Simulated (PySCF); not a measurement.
Compound: C₃H₁₃PSi₃.
SMILES: `[SiH3]C[Si@@H]1CC[SiH2]P1`

The calculation used PySCF, TDDFT PBE0/def2-SVPD, vertical, gas phase, core orbitals frozen in the response. Isolated species at its PBE0-D3(BJ)/def2-SVP geometry (one conformer only).

Lowest singlets, with some entries withheld (?).

```json
{"state": "S1", "E (eV)": "5.65", "f": "0.0022", "main configurations (H = HOMO, L = LUMO)": "H→L (97%)"}
{"state": "S2", "E (eV)": "?", "f": "0.011", "main configurations (H = HOMO, L = LUMO)": "?"}
{"state": "S3", "E (eV)": "6.51", "f": "?", "main configurations (H = HOMO, L = LUMO)": "H→L+2 (64%), H-1→L (24%)"}
{"state": "S4", "E (eV)": "6.69", "f": "?", "main configurations (H = HOMO, L = LUMO)": "?"}
{"state": "S5", "E (eV)": "?", "f": "0.020", "main configurations (H = HOMO, L = LUMO)": "H→L+3 (75%)"}
{"state": "S6", "E (eV)": "6.86", "f": "?", "main configurations (H = HOMO, L = LUMO)": "?"}
```

(1) Supply the missing values.

(2) How far apart are S1 and S6, in eV and cm⁻¹?

(3) Which level carries the most intensity, and what share of the listed sum of f?

(4) What is the mean static polarisability from the same response equations?

Results:

(1) 
- S2: E = 6.29 eV; H→L+1 (79%), H-1→L (12%)
- S3: f = 0.028
- S4: f = 0.061; H-1→L (48%), H→L+2 (26%), H→L+1 (12%)
- S5: E = 6.84 eV
- S6: f = 0.012; H-2→L (91%)

(2) 6.855 − 5.652 = 1.203 eV, or about 9710 cm⁻¹.

(3) S4, with f = 0.061 of 0.133, 46%.

(4) 141.4 au (20.95 Å³), with principal values 132.2, 135.3 and 156.7 au.

On one thread of an Intel Xeon Platinum 8488C, no GPU, on a shared host, this took 56 s of wall time and 1.1 GiB of memory at its peak.
